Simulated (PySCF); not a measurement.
Computed structure and properties of [Sm(H2CO)]3+

System: [Sm(H2CO)]3+ (singlet in the valence; each metal's 4f electrons, 5 of them, lie in its core potential, out of spins and levels); start: template (C2v). Method: PySCF 2.14.0, RKS PBE0, Sm lcecp-1-SVP with ECP51, O def2-SVP, C def2-SVP, H def2-SVP; non-relativistic Hamiltonian with scalar-relativistic core potentials where named; density fitting; no spin-orbit coupling.

Input of the relaxation:

```python
mol = gto.M(atom='''
Sm     0.00000     0.00000    -0.51239
O      0.00000     0.00000     1.98511
C      0.00000     0.00000     3.20511
H      0.94000    -0.00000     3.78511
H     -0.94000     0.00000     3.78511''',
    basis={'Sm': 'lcecp-1-SVP', 'O': 'def2-SVP', 'C': 'def2-SVP', 'H': 'def2-SVP'},
    ecp={'Sm': 'lcecp-1-SVP'},
    charge=3, spin=0)
mf = dft.RKS(mol, xc='PBE0')
mf.grids.atom_grid = (50, 194)  # f atoms: unpruned, at least (60, 302)
mf = mf.density_fit()  # fitting sets: Sm AutoAux, O def2-universal-JKFIT, C def2-universal-JKFIT, H def2-universal-JKFIT
mf.conv_tol = 1e-08; mf.max_cycle = 55
mf.kernel(dm0)  # dm0: converged density of the start geometry
# quasi-Newton relaxation in Cartesian coordinates to a largest gradient under 0.00045 Eh/bohr, steps kept in the point group
```

Run from Python with OMP_NUM_THREADS=2; the lines above give its settings. Where DIIS fails, smearing, a level shift and second-order steps follow.
It took 12 s on 2 threads of Arm Neoverse V1, on a shared host, from the converged density of the start.

Course of the relaxation:

| step | energy above end (eV) | largest force component within the symmetry (eV/Å) |
| --- | --- | --- |
| 0 | 0.7141 | 4.255 |
| 1 | 0.3611 | 2.407 |
| 2 | 0.1425 | 3.688 |
| 3 | 0.0269 | 0.853 |
| 4 | 0.0029 | 0.271 |
| 5 | 0.0001 | 0.085 |
| 6 | 0.0000 | 0.016 |

Relaxed geometry (C2v):

```xyz
5

Sm    0.0000    0.0000   -0.2254
O     0.0000    0.0000    1.8960
C     0.0000    0.0000    3.1629
H     0.9711    0.0000    3.7073
H    -0.9711    0.0000    3.7073
```

```tsv
contact	Å
Sm1–O2 (H2CO)	2.121
```

On the finer grid (75, 302):

```
HOMO                                                          : -25.05 eV
LUMO                                                          : -19.36 eV
Dipole about the centre of mass                               : 4.47 D
Set of Mulliken populations of Sm1 outside the core potential : s 2.04, p 6.04, d 0.43, f 0.03
D3(BJ) dispersion energy (not in the energies)                : -0.100 eV
```

```json
{"atom": "Sm1", "Mulliken (e)": "2.46", "Löwdin (e)": "2.32", "spin (e)": "0.00"}
{"atom": "O2", "Mulliken (e)": "-0.38", "Löwdin (e)": "-0.11", "spin (e)": "0.00"}
{"atom": "C3", "Mulliken (e)": "0.40", "Löwdin (e)": "0.52", "spin (e)": "0.00"}
{"atom": "H4", "Mulliken (e)": "0.26", "Löwdin (e)": "0.13", "spin (e)": "0.00"}
{"atom": "H5", "Mulliken (e)": "0.26", "Löwdin (e)": "0.13", "spin (e)": "0.00"}
```

The 4f levels lie in the core potential and are missing. Their spin isn't counted.

On the grid (50, 194), as all that follows. Harmonic modes: a minimum; lowest 253 cm⁻¹ (negative: unstable), highest 3164 cm⁻¹, zero-point energy 0.777 eV.

Taking off one H2CO (charge 0, singlet; the rest: singlet) in vacuum, both parts rigid, costs 6.13 eV; the small basis without counterpoise inflates it. Parting with an electron moved from the ligand to the metal can be far cheaper, even downhill.

Rigid scan of H2CO along the line from its metal:

(distance to O2 (Å), energy (eV)): (1.82, 1.227), (1.92, 0.465), (2.02, 0.100), (2.12, 0.000), (2.22, 0.073), (2.32, 0.254), (2.52, 0.769)

One start shape was tried, so this needn't be the lowest isomer.

An lcecp potential fixes the number of 4f electrons, so in runs with it no electron can move into or out of that shell.
